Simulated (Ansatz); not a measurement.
Cl2F2H3NSi2 (`F[SiH2]N[Si](F)(Cl)Cl`). Charge 0, multiplicity 1. All single points use the PBE0-D4/def2-TZVP geometry. It is one conformer, not always the lowest.

```xyz
10

F     2.483   -0.262    0.775
Si    0.959   -0.398    1.227
N    -0.076    0.557    0.235
Si   -0.875    0.132   -1.197
F    -0.262   -1.238   -1.689
Cl   -2.867   -0.153   -0.945
Cl   -0.620    1.538   -2.632
H     0.875    0.121    2.609
H     0.579   -1.816    1.092
H    -0.194    1.519    0.525
```

Q: What is the dipole moment at ωB97M-V/def2-TZVPP? (Best estimate.)

A: The calculation gave: 2.15 D, with components (-0.74, 1.22, 1.61) D in this frame, pointing from negative to positive charge.

Q: And with PBE, r2SCAN, B3LYP? (Estimate.)

A: Computed: PBE 2.07 D, r2SCAN 2.12 D, B3LYP 2.17 D.

Q: Give the Mulliken charges with ωB97M-V, PBE, B3LYP in def2-TZVPP. (Best estimate.)

A: The calculation gave: 
```csv
atom,ωB97M-V,PBE,B3LYP
F1,-0.31,-0.27,-0.32
Si2,0.51,0.50,0.59
N3,-0.32,-0.25,-0.31
Si4,0.68,0.61,0.74
F5,-0.27,-0.24,-0.28
Cl6,-0.17,-0.18,-0.20
Cl7,-0.17,-0.17,-0.20
H8,-0.04,-0.07,-0.08
H9,-0.03,-0.07,-0.07
H10,0.11,0.14,0.13
```

B3LYP here is the variant with VWN-RPA as its local correlation; programs differ in this.
